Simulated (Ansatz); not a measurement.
Reactions of C₃H₉GaO₂, SMILES `C[CH](C)[Ga]([OH])[OH]`.

Gas-phase electronic energies from Ansatz, PBE0-D4/def2-TZVP geometries. CBS: MP2 limit from def2 TZ/QZ plus the TZ coupled-cluster correction, frozen cores. This one scheme is used for every species, atoms too. Functionals use def2-TZVPP. B3LYP here is the variant with VWN-RPA as its local correlation; programs differ in this. No spin–orbit coupling; open shells (•) take unrestricted orbitals. Spin–orbit coupling would lower the free atoms: a little for C, O; clearly for Ga. For Ga outer-core shells are correlated without core-valence functions, so the limit isn't a true one: a few kJ/mol of doubt a bond, and 10 to 20 or more in all where bonds break to atoms. Scalar relativity is left out up to krypton. One conformer a species, not always the lowest.

| reaction | MP2/CBS(def2) (eV) | B3LYP-D4 (eV) | HF/CBS(def2) (eV) | CCSD/CBS(def2) (eV) | CCSD(T)/CBS(def2) (eV) |
| --- | --- | --- | --- | --- | --- |
| `C[CH](C)[Ga]([OH])[OH]` → 3 C• + Ga• + 9 H• + 2 O• | 60.05 | 58.45 | 42.73 | 58.16 | 59.00 |
| `C[CH](C)[Ga]([OH])[OH]` + `OBO` → `CB(O)O` + `C[CH2][Ga]([OH])[OH]` | -0.38 | -0.41 | -0.46 | -0.41 | -0.40 |
| `C[CH](C)[Ga]([OH])[OH]` + `N=C(O)O` → `COC(=N)O` + `C[CH2][Ga]([OH])[OH]` | 0.43 | 0.32 | 0.23 | 0.38 | 0.39 |
| `C[CH](C)[Ga]([OH])[OH]` + CH₃OH → `C[O][Ga]([OH])[OH]` + propane | -0.63 | -0.69 | -0.97 | -0.66 | -0.64 |
| `C[CH](C)[Ga]([OH])[OH]` + HCl → `[OH][Ga]([OH])[Cl]` + propane | -1.28 | -1.35 | -1.74 | -1.32 | -1.28 |

Largest T1 diagnostic: 0.014, for `C[O][Ga]([OH])[OH]`.
